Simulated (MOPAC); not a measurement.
Input for MOPAC: PM7 on stibine (SMILES [SbH3]), a point of a bond scan (R = 1.371 Å).

```
PM7 1SCF PRECISE CHARGE=0 THREADS=1
H3Sb

Sb     0.00013491 1    -0.00052872 1     0.05360827 1
H     -0.72295862 1    -0.86683890 1    -0.72515515 1
H     -0.49764804 1     1.33580031 1    -0.89700800 1
H      1.39449968 1    -0.22541911 1    -0.91716752 1
```

The log:

```
*******************************************************************************
 **                                                                           **
 **                              MOPAC v23.2.5                                **
 **                                                                           **
 *******************************************************************************
 ** MOPAC's Digital Object Identifier: https://doi.org/10.5281/zenodo.6511958 **
 **                                                                           **
 ** Please cite the open-source release paper for use of this MOPAC version:  **
 ** J. E. Moussa and J. J. P. Stewart (2026)                                  **
 ** MOPAC: An open-source semiempirical molecular orbital program             **
 ** J. Open Source Softw., 11(119), 8025, https://doi.org/10.21105/joss.08025 **
 *******************************************************************************

                              PM7 CALCULATION RESULTS

 *******************************************************************************
 *  PM7        - The PM7 Hamiltonian to be used
 *
 *
 *
 *                 CHARGE ON SYSTEM = 0
 *
 *
 *
 *  PRECISE    - TIGHTER CRITERIA TO BE USED
 *  1SCF       - DO 1 SCF AND THEN STOP
 *  THREADS=1  - MULTI-THREADING NOT USED
 *  T=         - A TIME OF 172800.0 SECONDS REQUESTED
 *  DUMP=N     - RESTART FILE WRITTEN EVERY 7200.0 SECONDS REQUESTED
 *******************************************************************************
PM7 1SCF PRECISE CHARGE=0 THREADS=1
 H3Sb

   ATOM   CHEMICAL          X               Y               Z
  NUMBER   SYMBOL      (ANGSTROMS)     (ANGSTROMS)     (ANGSTROMS)

     1      Sb          0.00013491  *  -0.00052872  *   0.05360827  *
     2       H         -0.72295862  *  -0.86683890  *  -0.72515515  *
     3       H         -0.49764804  *   1.33580031  *  -0.89700800  *
     4       H          1.39449968  *  -0.22541911  *  -0.91716752  *



          CARTESIAN COORDINATES

    NO.       ATOM           X           Y           Z

     1        Sb          0.0001     -0.0005      0.0536
     2         H         -0.7230     -0.8668     -0.7252
     3         H         -0.4976      1.3358     -0.8970
     4         H          1.3945     -0.2254     -0.9172

 General Reference for PM7:
 "Optimization of Parameters for Semiempirical Methods VI: More Modifications to the
 NDDO Approximations and Re-optimization of Parameters", J. J. P. Stewart, J. Mol. Mod., 1:32, 19 (2013)
 https://link.springer.com/article/10.1007/s00894-012-1667-x

           Empirical Formula: H3 Sb  =     4 atoms



      MOLECULAR POINT GROUP   :   Cs


      RHF CALCULATION, NO. OF DOUBLY OCCUPIED LEVELS = 4


 -------------------------------------------------------------------------------
 PM7 1SCF PRECISE CHARGE=0 THREADS=1
 H3Sb



     1SCF WAS SPECIFIED, SO BFGS WAS NOT USED
     SCF FIELD WAS ACHIEVED


                              PM7 CALCULATION
                                                       MOPAC v23.2.5 Linux




          FINAL HEAT OF FORMATION =         74.20026 KCAL/MOL =     310.45390 KJ/MOL


          COSMO AREA              =         84.30 SQUARE ANGSTROMS
          COSMO VOLUME            =         71.12 CUBIC ANGSTROMS

          IONIZATION POTENTIAL    =         10.199591 EV
          HOMO LUMO ENERGIES (EV) =        -10.200  1.939
          NO. OF FILLED LEVELS    =          4
          MOLECULAR WEIGHT        =        124.7737         POINT GROUP:  Cs

          MOLECULAR DIMENSIONS (Angstroms)

            Atom       Atom       Distance
            H     4    H     3     2.45317
            H     3    H     2     1.85133
            H     2   Sb     1     0.88591


          SCF CALCULATIONS        =          1





   ATOM   CHEMICAL          X               Y               Z
  NUMBER   SYMBOL      (ANGSTROMS)     (ANGSTROMS)     (ANGSTROMS)

     1      Sb          0.00013491  *  -0.00052872  *   0.05360827  *
     2       H         -0.72295862  *  -0.86683890  *  -0.72515515  *
     3       H         -0.49764804  *   1.33580031  *  -0.89700800  *
     4       H          1.39449968  *  -0.22541911  *  -0.91716752  *

                             CARTESIAN COORDINATES

   1   Sb        0.000134910    -0.000528720     0.053608270
   2    H       -0.722958620    -0.866838900    -0.725155150
   3    H       -0.497648040     1.335800310    -0.897008000
   4    H        1.394499680    -0.225419110    -0.917167520


           Empirical Formula: H3 Sb  =     4 atoms



      MOLECULAR POINT GROUP   :   Cs


                  EIGENVALUES
 -36.41929 -13.89151 -13.07640 -10.19959   1.93947   2.33718   3.51816  17.90949
  17.98839  17.99868  19.32369  19.33617


              NET ATOMIC CHARGES AND DIPOLE CONTRIBUTIONS

  ATOM NO.   TYPE          CHARGE      No. of ELECS.   s-Pop       p-Pop       d-Pop
    1         Sb           0.185445        4.8146     1.90597     2.79443     0.11416
    2          H          -0.094149        1.0941     1.09415
    3          H          -0.045648        1.0456     1.04565
    4          H          -0.045648        1.0456     1.04565
 DIPOLE           X         Y         Z       TOTAL
 POINT-CHG.     0.130     0.148     0.773     0.798
 HYBRID        -0.257    -0.311    -0.012     0.403
 SUM           -0.126    -0.163     0.761     0.789


          ATOMIC ORBITAL ELECTRON POPULATIONS

     Atom    s        px        py        pz      x^2-y^2     xz        z^2       yz        xy
    1 Sb   1.90597   0.81271   0.81094   1.17078   0.02165   0.03772   0.00010   0.03602   0.01867
    2  H   1.09415
    3  H   1.04565
    4  H   1.04565

 **********************
 *                    *
 * JOB ENDED NORMALLY *
 *                    *
 **********************




 == MOPAC DONE ==
```

The run finished.

Cost: very roughly 0.03 core-seconds.
